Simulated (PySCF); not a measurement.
## PbH2 relaxed at several levels

Computed with PySCF 2.14.0, def2-SVP on the ligands, density fitting, scalar-relativistic core potentials, no spin-orbit coupling, vacuum. Each row is relaxed at its own level from the same template. Distances are means of the shortest metal–ligand contacts, charges and spins Mulliken's; removal energies are rigid, with the ligand's formal charge and no counterpoise, so too large; for an anion taken off a cation in vacuum most of it is the attraction of opposite charges, and multiply charged cations can part far more cheaply with an electron moved from ligand to metal.

```
level   basis on the metal  point group  M–H (Å)  charge on M (e)  dipole (D)  HOMO–LUMO gap (eV)  removal of one H (eV)  strongest infrared band, degenerate modes summed (cm⁻¹)  unstable modes (below −25 cm⁻¹)
 PBE0  def2-SVP with ECP60          C2v    1.854             0.28        1.35                3.86                  10.02                                                     1624                                0
```

Problem. What does the calculation give for PBE, def2-SVP with ECP60?

Solution. point group: C2v, M–H (Å): 1.877, charge on M (e): 0.26, dipole (D): 1.42, HOMO–LUMO gap (eV): 2.11, removal of one H (eV): 10.09, strongest infrared band, degenerate modes summed (cm⁻¹): 1552, unstable modes (below −25 cm⁻¹): 0.
```xyz
3

Pb    0.0000    0.0000   -0.3056
H     1.3229    0.0000    1.0264
H    -1.3229    0.0000    1.0264
```

One start shape was tried for each, so a minimum needn't be the lowest isomer.
